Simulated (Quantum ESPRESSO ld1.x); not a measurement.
The numbers below are computed, except where a source is named.
Question: Ga13+, 18 electrons, occupied as [Ar] (the NIST ground configuration). Level of theory: scalar-relativistic Kohn-Sham, relativistic LDA (MacDonald-Vosko exchange, VWN5 correlation), spin-unpolarised, spherical densities, point nucleus (ld1.x of Quantum ESPRESSO 7.5). Some entries of the table are withheld. Estimate them.

orbital  occ.  eigenvalue (hartree)  <r^2> (bohr^2)  r(max) (bohr)
1s          2              -389.322             (1)          0.032
2s          2              -61.7062         0.05574          0.183
2p          6              -55.8268             (2)          0.146
3s          2              -18.5280             (3)          0.530
3p          6              -16.6860             (4)            (5)

Answer: 
(1) 1s <r^2> (bohr^2): 0.003201
(2) 2p <r^2> (bohr^2): 0.04426
(3) 3s <r^2> (bohr^2): 0.3836
(4) 3p <r^2> (bohr^2): 0.3837
(5) 3p r(max) (bohr): 0.522
